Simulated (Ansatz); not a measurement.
One change: `B[CH2][AlH][OH]` becomes `B[CH2][AlH][GeH3]`.

Ansatz, PBE0-D4/def2-TZVP geometries, multiplicity 1. Each molecule was computed in one conformer, which needn't be the lowest.

Scalar relativity is left out up to krypton.

```
                               property  `B[CH2][AlH][OH]`
    LUMO energy (B3LYP/def2-TZVPP) / eV              -1.71
HOMO–LUMO gap (ωB97M-V/def2-TZVPP) / eV              10.67
  LUMO energy (ωB97M-V/def2-TZVPP) / eV               0.26
  HOMO energy (ωB97M-V/def2-TZVPP) / eV             -10.41
     LUMO energy (PBE0/def2-TZVPP) / eV              -1.52
      LUMO energy (PBE/def2-TZVPP) / eV              -2.38
```

Question: Give the same properties after the change, and the shifts. (Estimate.)

Answer: The calculation gave: 
| property | `B[CH2][AlH][GeH3]` | shift |
| --- | --- | --- |
| LUMO energy (B3LYP/def2-TZVPP) / eV | -2.37 | -0.66 |
| HOMO–LUMO gap (ωB97M-V/def2-TZVPP) / eV | 9.10 | -1.57 |
| LUMO energy (ωB97M-V/def2-TZVPP) / eV | -0.50 | -0.76 |
| HOMO energy (ωB97M-V/def2-TZVPP) / eV | -9.61 | 0.80 |
| LUMO energy (PBE0/def2-TZVPP) / eV | -2.20 | -0.68 |
| LUMO energy (PBE/def2-TZVPP) / eV | -2.99 | -0.61 |

With PBE0 the HOMO rises by 0.62 eV and the LUMO falls by 0.68 eV, so the gap narrows by about 1.30 eV. PBE moves the HOMO by 0.45 eV and ωB97M-V by 0.80 eV.

B3LYP here is the variant with VWN-RPA as its local correlation; programs differ in this.
